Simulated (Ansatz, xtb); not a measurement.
Two isomers of CH9GeNOSi2

Structure I: `O=C[SiH2]N[SiH2][GeH3]`, a singlet. Structure II: `O=C[SiH2][N]([SiH3])[GeH3]`, a singlet. Both are isolated molecules in the gas phase, relaxed with B3LYP-D3(BJ)/def2-SVP; the shapes shown needn't be the lowest conformers.

I (Å):

```yaml
atoms:
  - { symbol: C, position_ang: [-2.2457, 2.1527, 1.4753] }
  - { symbol: Ge, position_ang: [-0.0957, -1.2456, 0.3197] }
  - { symbol: N, position_ang: [-2.9521, 0.4085, -0.7936] }
  - { symbol: O, position_ang: [-1.1823, 1.5690, 1.5079] }
  - { symbol: Si, position_ang: [-3.5637, 1.7422, 0.1197] }
  - { symbol: Si, position_ang: [-1.2833, 0.1019, -1.2714] }
  - { symbol: H, position_ang: [-2.4565, 2.9526, 2.2415] }
  - { symbol: H, position_ang: [-4.8516, 1.3775, 0.7780] }
  - { symbol: H, position_ang: [-3.7690, 3.0078, -0.6504] }
  - { symbol: H, position_ang: [-3.6005, -0.3597, -0.9492] }
  - { symbol: H, position_ang: [-1.3133, -0.5905, -2.5972] }
  - { symbol: H, position_ang: [-0.6203, 1.4252, -1.4420] }
  - { symbol: H, position_ang: [1.1602, -0.5345, 0.8618] }
  - { symbol: H, position_ang: [-1.0219, -1.5852, 1.5074] }
  - { symbol: H, position_ang: [0.3631, -2.5885, -0.3047] }
```

II (Å):

| atom | x (Å) | y (Å) | z (Å) |
| --- | --- | --- | --- |
| C | -2.6383 | -0.5294 | -0.1511 |
| Ge | 0.0314 | -2.1940 | 1.4935 |
| N | 0.1326 | -0.4032 | 0.9119 |
| O | -2.4673 | -1.7154 | -0.3392 |
| Si | -1.3205 | 0.5343 | 0.7840 |
| Si | 1.7346 | 0.2250 | 0.5729 |
| H | -3.5883 | -0.0439 | -0.5187 |
| H | -1.9473 | 0.8940 | 2.0949 |
| H | -1.0782 | 1.7898 | 0.0179 |
| H | 2.4930 | 0.5476 | 1.8191 |
| H | 1.6086 | 1.4656 | -0.2438 |
| H | 2.5207 | -0.7963 | -0.1807 |
| H | 1.2374 | -2.3925 | 2.4416 |
| H | 0.1492 | -3.1585 | 0.3040 |
| H | -1.2835 | -2.3629 | 2.2704 |

Problem. Estimate which is lower in electronic energy at CCSD(T)/def2-SVP + ΔMP2/def2-TZVPP, and by roughly how much.

Solution. The CCSD(T)/def2-SVP + ΔMP2/def2-TZVPP calculation puts structure II lower, by 0.099 eV.

How the difference moves with the method:

| level | geometry | E(II) − E(I) (eV) | departure from the last row (eV) | job, with rough time for the two |
| --- | --- | --- | --- | --- |
| B3LYP-D3(BJ)/def2-SVP | B3LYP-D3(BJ)/def2-SVP | +0.029 | +0.128 | optimisation, 19 min |
| HF/def2-SVP | B3LYP-D3(BJ)/def2-SVP | −0.123 | −0.024 | part of the CCSD(T) run |
| MP2/def2-SVP | B3LYP-D3(BJ)/def2-SVP | −0.172 | −0.073 | part of the CCSD(T) run |
| CCSD(T)/def2-SVP | B3LYP-D3(BJ)/def2-SVP | −0.129 | −0.031 | single point |
| CCSD(T)/def2-SVP + ΔMP2/def2-TZVPP | B3LYP-D3(BJ)/def2-SVP | −0.099 |  | single point, 5.2 min |

As drawn, II has 1 Ge–N, 1 Si–H in place of 1 Ge–Si, 1 N–H.

B3LYP-D3(BJ)/def2-SVP puts the two in the other order. The largest departure from CCSD(T)/def2-SVP + ΔMP2/def2-TZVPP is that of B3LYP-D3(BJ)/def2-SVP, 0.128 eV. No reliable frequencies are at hand for I, so it isn't confirmed as a minimum. Levels run at GFN2-xTB geometries aren't shown. The last row adds to CCSD(T) the change of the MP2 difference between the two basis sets, here +0.031 eV.

The correlated steps freeze 22 core orbitals; the filled d shell of Ge is correlated, in a basis made for valence electrons. Programs: Ansatz 0.2.0, xtb 6.7.1; the last row on 2 threads of Intel(R) Xeon(R) Processor @ 2.50GHz (Skylake/Cascade Lake) on a shared host.
